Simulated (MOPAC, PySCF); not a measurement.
I$_{3}$In, SMILES `[I][In]([I])[I]`, neutral singlet in the gas phase. 

Cartesian coordinates (Å):
SMILES: [I][In]([I])[I]
```xyz
4

I      2.3328    -1.2619     0.0685
In     0.0000     0.0000     0.0000
I     -2.2582    -1.3902    -0.0847
I     -0.0746     2.6521     0.0163
```
Charge 0, multiplicity 1.

All levels are single points at this geometry (CAM-B3LYP-D3(BJ)/def2-SVP); Pople sets use spherical d functions. Orbital energies aren't observables, and empty levels follow the basis.

```tsv
level	HOMO (eV)	LUMO (eV)	gap (eV)	dipole (D)	vertical IE, Delta-SCF (eV)
CAM-B3LYP-D3(BJ)/def2-TZVP in PySCF	-9.08	-2.26	6.81	0.00	9.84
TPSSh-D3(BJ)/def2-TZVP in PySCF	-7.26	-3.47	3.79	0.00	9.24
B3LYP/6-311+G** (LANL2DZ on I, In) in PySCF	-7.78	-3.49	4.30	0.00	–
B3LYP/6-31G* (LANL2DZ on I, In) in PySCF	-7.78	-3.49	4.30	0.00	9.63
BP86/6-31G* (LANL2DZ on I, In) in PySCF	-7.04	-4.11	2.93	0.00	–
PBE/6-31G* (LANL2DZ on I, In) in PySCF	-6.93	-4.01	2.92	0.00	9.28
HF/6-31G* (LANL2DZ on I, In) in PySCF	-10.52	-0.56	9.96	0.00	10.24
AM1 in MOPAC	-10.87	-3.12	7.75	0.00	–
PM3 in MOPAC	-9.65	-3.28	6.38	0.00	–
```
